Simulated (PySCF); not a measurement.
C9H6O.
Bonds: C1–C2 (triple), C2–C3, C3–C4 (aromatic), C4–C5 (aromatic), C5–C6 (aromatic), C6–C7, C7–O8 (double), C6–C9 (aromatic), C9–C10 (aromatic), C3–C10 (aromatic). Hydrogens: H11 on C1; H12 on C4; H13 on C5; H14 on C7; H15 on C9; H16 on C10.

Level: CAM-B3LYP/def2-SVPD in PySCF, non-relativistic, on one gas-phase PBE0-D3(BJ)/def2-SVP geometry that isn't relaxed in the solvent. The solvent is an IEF-PCM continuum (cavity from Bondi-type radii × 1.2), and excitations are vertical TDDFT with non-equilibrium linear response and a frozen core. The model holds no explicit solvent molecules, cavitation or dispersion.

Gas-phase singlets (H = HOMO, L = LUMO):

```
state  E (eV)  λ (nm)      f  leading configuration
   S1   3.824     324  0.000              H-1→L 81%
   S2   4.742     261  0.534                H→L 92%
   S3   4.808     258  0.018              H-2→L 73%
   S4   5.255     236  0.000              H-3→L 82%
   S5   6.105     203  0.131              H→L+1 62%
```

Task: Give the list for dichloromethane (ε = 8.93), n² = 2.03.

Result: 
| state | E (eV) | λ (nm) | f | leading configuration | change by rank (eV) |
| --- | --- | --- | --- | --- | --- |
| S1 | 3.942 | 314 | 0.000 | H-2→L 83% | +0.118 |
| S2 | 4.605 | 269 | 0.694 | H→L 94% | -0.137 |
| S3 | 4.734 | 262 | 0.036 | H-1→L 81% | -0.074 |
| S4 | 5.276 | 235 | 0.000 | H-3→L 81% | +0.021 |
| S5 | 6.049 | 205 | 0.180 | H→L+1 70% | -0.056 |

Task: How does the list change in acetone (ε = 20.49)?

Result: 
```json
{"state": "S1", "E (eV)": "3.956", "λ (nm)": "313", "f": "0.000", "leading configuration": "H-2→L 83%", "change by rank (eV)": "+0.132"}
{"state": "S2", "E (eV)": "4.619", "λ (nm)": "268", "f": "0.677", "leading configuration": "H→L 94%", "change by rank (eV)": "-0.123"}
{"state": "S3", "E (eV)": "4.731", "λ (nm)": "262", "f": "0.035", "leading configuration": "H-1→L 81%", "change by rank (eV)": "-0.077"}
{"state": "S4", "E (eV)": "5.279", "λ (nm)": "235", "f": "0.000", "leading configuration": "H-3→L 81%", "change by rank (eV)": "+0.024"}
{"state": "S5", "E (eV)": "6.063", "λ (nm)": "205", "f": "0.170", "leading configuration": "H→L+1 69%", "change by rank (eV)": "-0.042"}
```

Task: The ground-state energy changes by -0.295 eV from gas to acetone. By how much does the total energy of gas-phase S2 change?

Result: E(S2) = E(S0) + excitation energy, so it changes by -0.295 − 0.123 = -0.418 eV: it is lowered more than the ground state, which is what a red shift means. This is the vertical state, with the slow part of the continuum still set for S0.

Task: How do the frontier levels move from gas to acetone?

Result: 
| orbital | gas (eV) | solvent (eV) | change (eV) | Löwdin shares, gas | Löwdin shares, solvent |
| --- | --- | --- | --- | --- | --- |
| LUMO+2 | 1.20 | 1.28 | +0.08 | C7 22 %, O8 16 %, C1 10 %, C2 10 % | C7 22 %, O8 15 %, C1 11 %, C4 10 % |
| LUMO+1 | 0.21 | 0.39 | +0.18 | C10 21 %, C5 18 %, C9 18 %, C4 15 % | C10 21 %, C9 18 %, C5 18 %, C4 14 % |
| LUMO | -1.33 | -1.27 | +0.06 | C7 15 %, O8 15 %, C3 13 %, C6 12 % | C7 17 %, O8 15 %, C3 12 %, C6 12 % |
| HOMO | -8.48 | -8.40 | +0.08 | C1 20 %, C2 16 %, C6 15 %, C3 14 % | C1 19 %, C2 16 %, C6 15 %, C3 14 % |
| HOMO-1 | -9.22 | -9.07 | +0.15 | O8 61 %, C7 16 %, H14 9 %, C6 9 % | C10 21 %, C9 20 %, C5 20 %, C4 19 % |
| HOMO-2 | -9.25 | -9.33 | -0.08 | C10 21 %, C9 20 %, C5 19 %, C4 19 % | O8 60 %, C7 17 %, C6 9 %, H14 9 % |
| HOMO-3 | -9.82 | -9.75 | +0.07 | C1 42 %, C2 41 %, C3 6 %, H11 4 % | C1 42 %, C2 41 %, C3 6 % |

The HOMO–LUMO gap goes from 7.15 to 7.13 eV. Rows go by rank; for HOMO-2 and HOMO-1 the atom shares or the degeneracy differ between the runs, so the row needn't follow one orbital.

Shape of the structure used: `[CH:1]#[C:2][c:3]1[cH:4][cH:5][c:6]([CH:7]=[O:8])[cH:9][cH:10]1`: C5–C6–C7–O8 179°.
